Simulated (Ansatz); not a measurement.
`[OH][GaH][GaH2]` + H₂Se → `[OH][GaH][SeH]` + `[GaH3]` at 298.15 K and 1 bar (cleavage of the Ga–Ga bond).

Isolated molecules relaxed with PBE0-D4/def2-TZVP in Ansatz; ΔE leaves out vibrations. CCSD(T)/CBS adds triple-zeta CCSD(T) − MP2 to the extrapolated MP2 energy (def2 sets, frozen cores). For Ga, Se outer-core shells are correlated without core-valence functions, which leaves a few kJ/mol of doubt a bond. Scalar relativity is left out up to krypton. Each species was taken in one conformer, which may not be the lowest.

| species | CCSD(T)/CBS energy (Eh) | H − E (kJ/mol) | S (J/(mol·K)) |
| --- | --- | --- | --- |
| `[OH][GaH][GaH2]` | -3925.47057 | 107.5 | 339.8 |
| H₂Se | -2401.89790 | 45.8 | 219.1 |
| `[OH][GaH][SeH]` | -4401.68747 | 92.5 | 323.3 |
| `[GaH3]` | -1925.70545 | 59.6 | 218.4 |

H − E and S are ideal-gas, rigid-rotor, harmonic terms from PBE0-D4/def2-TZVP, for one conformer and one mirror image of each species. 1 Eh = 2625.50 kJ/mol, R = 8.31446 J/(mol·K).

**Question.** By hand: ΔE, ΔH, ΔS and ΔG.

**Answer.** ΔE = (-4401.68747) + (-1925.70545) − (-3925.47057) − (-2401.89790) = -0.02445 Eh = -64.2 kJ/mol. Δ(H − E) = 92.5 + 59.6 − 107.5 − 45.8 = -1.2, so ΔH = -65.4 kJ/mol. ΔS = 323.3 + 218.4 − 339.8 − 219.1 = -17.2 J/(mol·K). ΔG = -65.4 − 298.15 × (-17.2)/1000 = -60.3 kJ/mol.

**Question.** By hand: the equilibrium constant, and the temperature at which ΔG would vanish if ΔH and ΔS stayed fixed.

**Answer.** log₁₀ K = −ΔG/(RT ln 10) = 10.6. ΔG = 0 at ΔH/ΔS = 3802 K, far beyond where these terms or the molecules hold.

ΔH outweighs TΔS. A doubt of 5 kJ/mol in ΔE shifts log₁₀ K by 0.9 here. Other conformers and mirror images would add mixing entropy, several J/(mol·K) or more a flexible species. These are equilibria of isolated gas molecules and say nothing of rates. Largest T1 diagnostic: 0.015 (customary marks: 0.02 for closed shells, 0.045 for open ones).
